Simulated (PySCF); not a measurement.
SiHCl, SMILES Cl[SiH] (connectivity only; charge and spin as stated), neutral, multiplicity 1. Atoms are numbered in the order given.

```xyz
3

Si     0.1114     1.1050     0.0000
H     -1.4186     1.3137     0.0000
Cl    -0.0083    -0.9873     0.0000
```

Coordinates come from a PBE-D3(BJ)/def2-TZVP optimisation. The isomer is the one that the SMILES or the coordinates give; other isomers of the formula were not compared.

Calculation: r2SCAN/def2-TZVPD run with PySCF.

Mulliken values depend strongly on the basis, most of all with diffuse functions as here. Atomic charges (e):

```csv
atom,Mulliken,meta-Löwdin
Si1,0.26,(withheld)
H2,-0.02,(withheld)
Cl3,-0.23,(withheld)
```

**Question.** Fill in the missing entries. (Estimate from the structure and the level; the computed values follow.)

**Answer.** 
- Si1, meta-Löwdin: 0.34
- H2, meta-Löwdin: -0.10
- Cl3, meta-Löwdin: -0.24
